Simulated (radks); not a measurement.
Problem. The mean radii <r> (bohr) of the occupied orbitals of an atom or ion are listed with their occupations. Method: scalar-relativistic Kohn-Sham, LB94 model potential, spin-polarised, spherical densities, finite nucleus; Fermi nuclear charge, rms radius of each element as measured or else 0.836 A^(1/3) + 0.57 fm; computed with a radial shooting solver on a logarithmic mesh with Libxc functionals.

| orbital | occ. | <r> |
|---|---|---|
| 1s down | 1 | 0.01713 |
| 1s up | 1 | 0.01713 |
| 2s down | 1 | 0.07224 |
| 2s up | 1 | 0.07224 |
| 2p down | 3 | 0.06510 |
| 2p up | 3 | 0.06510 |
| 3s up | 1 | 0.1866 |
| 3s down | 1 | 0.1865 |
| 3p up | 3 | 0.1875 |
| 3p down | 3 | 0.1873 |
| 3d up | 5 | 0.1697 |
| 3d down | 5 | 0.1696 |
| 4s up | 1 | 0.4055 |
| 4s down | 1 | 0.4060 |
| 4p up | 3 | 0.4273 |
| 4p down | 3 | 0.4279 |
| 4d up | 5 | 0.4413 |
| 4d down | 5 | 0.4423 |
| 4f up | 7 | 0.4374 |
| 4f down | 1 | 0.4384 |

Name the element and its charge. Open shells, if any, are filled with parallel spins first.

Solution. Z = 78, platinum, charge +24: Pt24+ in [Kr] 4d10 4f8. The 1s radius gives Z: for a bare nucleus <r> = (2 gamma + 1)/(2Z) with gamma = sqrt(1 - (Z/c)^2), 0.01695 bohr for Z = 78, and screening makes it slightly larger (0.01713 here). The occupations add up to 54, and the charge is Z minus that.
